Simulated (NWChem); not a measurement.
# Si2N2H8O; SMILES N[SiH](N)O[SiH3]

```xyz
13

N      1.1679    -1.7910     0.5283
Si     0.0183    -0.9638    -0.4471
N     -1.4948    -1.1762     0.3573
O      0.1959     0.6796    -0.6405
Si     0.0678     2.0819     0.2244
H      1.2169    -1.6200     1.5256
H      2.0724    -2.0414     0.1486
H      0.1938    -1.5090    -1.8147
H     -1.7637    -2.1041     0.6616
H     -2.3023    -0.6394     0.0650
H     -1.3495     2.5316     0.3108
H      0.5931     1.9278     1.6104
H      0.8545     3.1364    -0.4658
```
Atoms are numbered in this order, from 1.

Computed with NWChem. Pople sets run with spherical d functions. Medium grid unless said otherwise, to which SCAN and Minnesota functionals are sensitive. All runs use the structure optimised with B3LYP/6-31G* (spherical d). B3LYP is NWChem's, with the RPA form of VWN correlation. Total energies of different functionals are on different scales.

| level | energy (Ha) | highest occupied level (eV) | orbital gap (eV) | dipole (D) | relative time |
|---|---|---|---|---|---|
| B3LYP/6-31G* | -768.6545 | -6.86 | 7.54 | 1.38 | 2 |
| PBE/6-31G* | -768.0762 | -5.63 | 5.63 | 1.47 | 2 |
| LDA (Slater exchange, VWN5)/6-31G* | -764.8041 | -5.73 | 5.51 | 1.51 | 2 |
| RPBE/6-31G* | -768.5338 | -5.60 | 5.67 | 1.45 | 3 |
| r2SCAN0/6-31G* | -768.4307 | -7.43 | 8.58 | 1.37 | 2 |
| M05-2X/6-31G* | -768.5701 | -8.65 | 10.53 | 1.32 | 2 |
| LC-wPBE (HJS exchange hole, range parameter 0.4 per bohr)/6-31G* | -768.2688 | -10.08 | 13.17 | 1.34 | 4 |
| MPW1K/6-31G* | -768.5800 | -8.31 | 9.80 | 1.35 | 1 |
| Hartree-Fock/6-31G* | -766.3924 | -10.91 | 14.98 | 1.26 | 1 |
| r2SCAN/6-31G* | -768.4571 | -6.02 | 6.48 | 1.42 | 2 |
| MN15/6-31G* | -768.1484 | -8.01 | 9.42 | 1.44 | 2 |

Times are rough ratios from one shared machine.
